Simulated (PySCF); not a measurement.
Tetramethyldisiloxane, C₄H₁₄OSi₂, SMILES C[SiH](C)O[SiH](C)C, GFN2-xTB optimised geometry. Atoms within 1.6 Å of the plane z = 0.0 Å (x, y, z in Å): Si2 (-1.13, 1.05, -0.51), C3 (0.53, 1.97, -0.66), O4 (-0.87, -0.47, 0.00), Si5 (-0.32, -2.01, 0.00), C6 (-0.98, -2.91, -1.53), C7 (1.58, -2.01, 0.00), H11 (-1.98, 1.62, 0.54), H12 (1.08, 1.93, 0.27), H13 (0.38, 3.01, -0.92), H14 (1.16, 1.53, -1.43), H15 (-0.87, -2.55, 1.24), H17 (-0.72, -3.96, -1.52), H18 (-2.07, -2.85, -1.58), H19 (1.97, -1.42, 0.83), H20 (1.98, -1.58, -0.91), H21 (1.97, -3.01, 0.09).

Level of theory: PBE0/def2-SVP in PySCF. Cells within 0.4 Å of a nucleus heavier than hydrogen are left out (blank, or x).

Map of the HOMO−1 amplitude (bohr^(-3/2)) on the plane z = 0.0 Å; orbital energy -7.92 eV, overall sign arbitrary:

```
|5555555555555555555555555555555|
|5555555555555555555555555555555|
|5555555555555555555555555555555|
|5555555555555555555555555555555|
|5555555555555555444555555555555|
|5555555444444544444445555555555|
|5555554444444454444444555555555|
|5555544444444455444444555555555|
|5555444443334455544444455555555|
|5555444432223456654444455555555|
|5555444321013467765444455555555|
|5555444320002466665444555555555|
|5555444432123556655555555555555|
|5555544443334455555555555555555|
|5555544444555444555555555555555|
|5555555555678423445555555555555|
|555555555579xx03445554445555555|
|555555555569xx13455554444555555|
|5555555555666434556544444455555|
|5555555555555445677643444455555|
|55555555555545xx789xx2344455555|
|55555555555444xx789xx2344455555|
|5555555555444455677533344455555|
|5555555554444445665533444455555|
|5555555554444445555444444455555|
|5555555555444445555444444555555|
|5555555555444445555544445555555|
|5555555555544445555555555555555|
|5555555555555555555555555555555|
|5555555555555555555555555555555|
|5555555555555555555555555555555|
```
Scale: ten equal steps from -0.110 (start of '0') to 0.104 (end of '9'), in the order '0123456789'; x runs from -5.50 to 5.50, y from -5.50 (bottom) to 5.50 (top).
